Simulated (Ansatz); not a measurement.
Isolated molecules relaxed with PBE0-D4/def2-TZVP in Ansatz; ΔE leaves out vibrations. CCSD(T)/CBS adds triple-zeta CCSD(T) − MP2 to the extrapolated MP2 energy (def2 sets, frozen cores). DFT in def2-TZVPP. For Sc, Se outer-core shells are correlated without core-valence functions, which leaves a few kJ/mol of doubt a bond. Scalar relativity is left out up to krypton. Each species was taken in one conformer, which may not be the lowest.

Consider the substitution at a C–O bond: `COC[SeH]` + `[OH][Sc]([Cl])[Cl]` → `C[O][Sc]([Cl])[Cl]` + `OC[SeH]`.

`COC[SeH]`:

Z-matrix (Å, degrees):
```
C
O 1 1.405
H 1 1.096 2 111.0
H 1 1.089 2 107.1 3 119.2
H 1 1.099 2 111.1 3 -121.6
C 2 1.379 1 114.1 3 64.8
Se 6 1.981 2 115.7 1 -70.8
H 6 1.095 2 112.5 1 52.0
H 6 1.089 2 107.5 1 173.0
H 7 1.468 6 95.9 2 92.0
```

`[OH][Sc]([Cl])[Cl]`:

Cartesian coordinates in Å:
```
O 1.237 -0.319 0.449
Sc -0.431 0.112 -0.155
Cl -0.697 0.794 -2.331
Cl -2.220 -0.042 1.276
H 2.110 -0.544 0.761
```

`C[O][Sc]([Cl])[Cl]`:

```xyz
8

C    -1.265    0.104   -0.816
O    -0.094    0.019   -0.068
Sc    1.428   -0.116    0.919
Cl    1.722   -1.990    2.223
Cl    2.966    1.594    0.807
H    -1.032    0.142   -1.885
H    -1.819    1.011   -0.553
H    -1.905   -0.764   -0.628
```

`OC[SeH]`:

Z-matrix (Å, degrees):
```
C
Se 1 1.972
O 1 1.389 2 115.1
H 1 1.089 2 105.2 3 -117.8
H 1 1.093 2 106.5 3 126.5
H 2 1.469 1 94.9 3 -93.9
H 3 0.961 1 109.0 2 57.7
```

```csv
level,ΔE (kcal/mol)
PBE0-D4,1.4
ωB97X-V,2.0
PBE,0.6
MP2/def2-TZVPP,2.3
SCS-MP2/def2-TZVPP,1.9
CCSD/def2-TZVPP,1.9
HF/CBS(def2),0.8
MP2/CBS(def2),2.1
```

(1) What does CCSD(T)/CBS give? (Best estimate.)

Largest T1 diagnostic among the species: 0.015.

## Answers

(1) Computed: +1.7 kcal/mol. The listed levels differ from it by -0.3, 0.3, -1.1, 0.6, 0.2, 0.2, -0.9, 0.4 kcal/mol.

The D4 term adds +0.9 kcal/mol with B3LYP and +0.5 kcal/mol with PBE0; it sums over pairs of atoms, weighted by their polarisabilities, and B3LYP, whose exchange is more repulsive, gets the larger term. In def2-TZVPP, CCSD(T) changes the Hartree–Fock value by +1.0 kcal/mol (the triples alone add +0.0 kcal/mol) and MP2 by +1.4 kcal/mol.

B3LYP here is the variant with VWN-RPA as its local correlation; programs differ in this.
